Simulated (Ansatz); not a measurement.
This geometry of a periodic cell of 17 atoms, Ba16O (host Ba, host structure bcc, interstitial O) is a first-order saddle point.

Method: Ansatz 0.2.0, DFT PBE-D3(BJ), scalar-relativistic, plane waves, PAW. Settings: cutoff 420 eV, k mesh 2x2x2, gaussian smearing 0.1 eV, no spin polarisation.

```xyz
17
Lattice="10.0400 0.0000 0.0000 0.0000 10.0400 0.0000 0.0000 0.0000 10.0400" Properties=species:S:1:pos:R:3
Ba 0.249 0.010 -0.010
Ba 4.772 0.011 -0.010
Ba -0.023 4.929 0.030
Ba -0.020 -0.032 5.112
Ba 2.510 2.377 2.515
Ba 5.044 4.928 0.030
Ba 5.041 -0.031 5.112
Ba 7.530 2.453 2.564
Ba -0.030 5.062 4.980
Ba 2.511 7.718 2.321
Ba 2.511 2.622 7.418
Ba 5.051 5.061 4.980
Ba 7.530 7.559 2.482
Ba 7.530 2.531 7.506
Ba 2.510 7.525 7.665
Ba 7.530 7.478 7.586
O 2.510 9.462 0.578
```

Q: Which two structures does it join? (They come from a converged band through this point; their orientation in space is the band's.)

A: Contacts lost: Ba15–O17. Contacts made: Ba5–O17. The atom that moves furthest is O17, by 1.77 Å; four of its nearest neighbours are Ba2 2.52, Ba15 2.52, Ba10 2.52, Ba1 2.52 Å at the first end and Ba2 2.52, Ba1 2.52, Ba5 2.52, Ba10 2.52 Å at the last.

Initial state:

```xyz
17
Lattice="10.0400 0.0000 0.0000 0.0000 10.0400 0.0000 0.0000 0.0000 10.0400" Properties=species:S:1:pos:R:3
Ba 0.303 -0.037 0.000
Ba 4.714 -0.037 0.000
Ba -0.113 4.873 0.000
Ba 0.045 -0.037 5.020
Ba 2.508 2.658 2.622
Ba 5.130 4.873 0.000
Ba 4.972 -0.037 5.020
Ba 7.528 2.428 2.583
Ba -0.074 5.103 5.020
Ba 2.508 7.567 2.205
Ba 2.508 2.658 7.418
Ba 5.091 5.103 5.020
Ba 7.528 7.567 2.463
Ba 7.528 2.428 7.458
Ba 2.508 7.567 7.835
Ba 7.528 7.567 7.577
O 2.508 8.785 0.000
```

Final state:

```xyz
17
Lattice="10.0400 0.0000 0.0000 0.0000 10.0400 0.0000 0.0000 0.0000 10.0400" Properties=species:S:1:pos:R:3
Ba 0.313 0.001 0.027
Ba 4.713 0.001 0.028
Ba 0.046 5.021 0.027
Ba -0.101 0.001 5.163
Ba 2.512 2.200 2.479
Ba 4.978 5.021 0.028
Ba 5.125 0.001 5.162
Ba 7.533 2.466 2.482
Ba -0.068 5.021 4.950
Ba 2.512 7.842 2.479
Ba 2.512 2.615 7.387
Ba 5.092 5.021 4.949
Ba 7.533 7.576 2.482
Ba 7.532 2.582 7.598
Ba 2.512 7.427 7.387
Ba 7.532 7.460 7.597
O 2.514 10.041 1.251
```

Q: How far does it lie above each of them?

A: 0.213 eV above the first and 0.211 eV above the second. This is the barrier of this one path; another mechanism may lie lower. Limits of this set-up: coarse k mesh, a small cell, in which the defect meets its images.

The run took 10 min on 4 threads of Intel(R) Xeon(R) Platinum 8488C (Sapphire Rapids), on a shared host, peak memory 5 GiB.
